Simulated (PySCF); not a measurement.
C₂H₅BFN.
InChI=1S/C2H5BFN/c1-2-5-3-4/h3H2,1H3

A linear-response calculation (PySCF, def2-SVPD basis, gas phase, vertical, core orbitals frozen in the response) gave these numbers; the functional is withheld.

Orbital energies (eV): HOMO-3 -12.31, HOMO-2 -12.03, HOMO-1 -10.61, HOMO -8.70, LUMO 0.27, LUMO+1 0.32, LUMO+2 0.44.

```tsv
state	E (eV)	f	main configurations (H = HOMO, L = LUMO)
S1	5.60	0.0031	H→L (86%), H→L+1 (10%)
S2	6.20	0.157	H→L+2 (94%)
S3	6.74	0.0051	H→L+1 (79%), H→L+3 (10%), H→L (9%)
S4	7.59	0.040	H-1→L (87%), H-1→L+1 (9%)
S5	7.74	0.015	H-1→L+2 (63%), H-2→L+2 (20%)
S6	8.00	0.013	H→L+3 (46%), H→L+4 (23%), H-1→L+2 (10%)
```

Triplets, Tamm–Dancoff:

```csv
state,E (eV),λ (nm),"main configurations (H = HOMO, L = LUMO)"
T1,5.37,231.1,H→L+2 (84%)
T2,5.42,228.9,"H→L (82%), H→L+1 (10%)"
T3,6.59,188.2,"H-2→L (43%), H-5→L (21%), H-1→L (9%)"
T4,6.69,185.4,"H→L+1 (74%), H→L+3 (12%), H→L (10%)"
```

Vertical ionisation energy by ΔSCF with the same functional: 9.85 eV. Mean static polarisability: 50.4 au.

**Question.** Name the functional.
A. PBE
B. HF
C. CAM-B3LYP
D. PBE0

**Answer.** C. CAM-B3LYP is range-separated, 19% exact exchange at short range and 65% at long range (ω = 0.33 bohr⁻¹). In this run −ε(HOMO) = 8.70 eV differs from the ΔSCF value by -1.15 eV, and S1 differs from the orbital gap of 8.96 eV by -3.36 eV. The ratio −ε(HOMO)/IP is 0.88. Small neutral molecules mostly give 0.85 to 0.93 with CAM-B3LYP, 0.5 to 0.7 with PBE, 0.7 to 0.83 with PBE0; Hartree–Fock can't fall below 1, since the ion's relaxation only lowers the ΔSCF value.

Computed, not measured: TDDFT CAM-B3LYP/def2-SVPD, vertical, gas phase, core orbitals frozen in the response (PySCF 2.14.0, density-fitted response routines). Geometry: PBE0-D3(BJ)/def2-SVP; no solvent, vibrations or thermal averaging.
